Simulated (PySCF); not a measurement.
A species of formula C5H5ClO3S2 has this rotational fingerprint, computed with PBE0/pcSseg-1 in PySCF (dipole) on a GFN2-xTB geometry, gas phase:

* Rotational constants: A = 1833, B = 400.3, C = 391.0 MHz
* Dipole components: |μa| = 6.80 D, |μb| = 1.79 D, |μc| = 1.82 D
* Inertial defect: -245.64 u·Å²
* κ: -0.99

Problem. Which structure is it? (One computed conformer of each.)
A. `[CH3:1][O:2][c:3]1[cH:4][cH:5][c:6]([S:7](=[O:8])(=[O:9])[Cl:10])[s:11]1` with C1–O2–C3–C4 -1°, C5–C6–S7–O8 -21°
B. `[CH3:1][O:2][c:3]1[cH:4][s:5][c:6]([S:7](=[O:8])(=[O:9])[Cl:10])[cH:11]1` with C1–O2–C3–C4 179°, S5–C6–S7–O8 161°

Solution. A. It is COc1ccc(S(=O)(=O)Cl)s1, a near-prolate asymmetric top, point group C1. The candidates at the same level (rigid rotor, commonest isotopes):

```
                SMILES  A (MHz)  B (MHz)  C (MHz)  μa (D)  μb (D)  μc (D)  Δ (u·Å²)  point group                        rotor
COc1csc(S(=O)(=O)Cl)c1     1313    471.9    415.8    4.77    0.61    1.29   -240.38           C1               asymmetric top
COc1ccc(S(=O)(=O)Cl)s1     1833    400.3    391.0    6.80    1.79    1.82   -245.64           C1  near-prolate asymmetric top
```

`COc1csc(S(=O)(=O)Cl)c1` has A 28 % too low. No structure here is proved a minimum.
